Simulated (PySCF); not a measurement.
Be(H)2 cation (BeH2), SMILES [BeH2] (connectivity only; charge and spin as stated), charge +1, multiplicity 2.

The structure is a stationary point at PBE0-D3(BJ)/def2-TZVPD. A frequency run showed that this geometry is not a minimum. The multiplicity is an assumed one; other spin states were not compared. The isomer is the one that the SMILES or the coordinates give; other isomers of the formula were not compared.

Method: IEF-PCM-B3LYP/def2-TZVPD (PySCF).

The values are the electrostatic part of the solvation free energy, E(continuum) − E(gas) at the gas-phase geometry, in a cavity of scaled van der Waals radii (PySCF's table); cavitation and dispersion terms are not included. A continuum can't describe solvent molecules that bind to the metal.

Computed values in water (ε = 78.36), methanol (ε = 32.61), cyclohexanone (ε = 15.62):
| solvent | ε | ΔG(elec) (kcal/mol) |
|---|---|---|
| water | 78.36 | -85.3 |
| methanol | 32.61 | -83.8 |
| cyclohexanone | 15.62 | -80.8 |
